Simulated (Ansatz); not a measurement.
Ansatz (a quantum-chemistry and plane-wave program) input (SVWN5/def2-TZVPD):

Ansatz 0.2 input:
```yaml
crystal:
  periodic: [false, false, false]
  atoms:
    - {symbol: Ge, position_ang: [0.00040522, -0.00202303, 0.78345312]}
    - {symbol: Cl, position_ang: [1.18921371, 1.36574987, -0.73446121]}
    - {symbol: Cl, position_ang: [-1.18997648, -1.36194181, -0.74027408]}
basis:
  gaussian:
    orbitals: def2-TZVPD
hamiltonian:
  xc: {name: SVWN5}
total_charge: -1
magnetization: {spin_polarized: true, initial_magnetization: 1}
output: {forces: true}
```

End of the output:

```
integrals: 0.08 GiB planned
933 factors; their error is unknown
mean field: 0.57 GiB planned
mean field evaluation 1: about -81401.0232 eV, gradient 2.2e1 eV
mean field evaluation 2: about -81399.4524 eV, gradient 3.0e1 eV
mean field evaluation 4: about -81402.1272 eV, gradient 9.3e-1 eV
mean field evaluation 8: about -81402.1174 eV, gradient 1.2e-2 eV
mean field evaluation 16: about -81400.2737 eV, gradient 3.9e0 eV
mean field -81402.11738654 eV, -2991.4726376185 hartree, gradient 9.7e-6 eV, S^2 0.751463; 0 other end points of the search recorded, 0 dependent functions left out
the calculation of the forces begins
reference -81402.11742816 eV, -2991.4726391479 hartree; 34, 33 occupied and 112, 113 virtual orbitals, 933 factors
Total energy: -81402.11742816 eV, -2991.4726391479 hartree
Atom 0 at     0.000405    -0.002023     0.783453 Å, force    -0.000314     0.001568    -0.607282 eV/Å
Atom 1 at     1.189214     1.365750    -0.734461 Å, force    -0.258775    -0.297644     0.303009 eV/Å
Atom 2 at    -1.189976    -1.361942    -0.740274 Å, force     0.259089     0.296076     0.304274 eV/Å
Dipole moment:     0.000182    -0.000906     0.350977 e Å
```
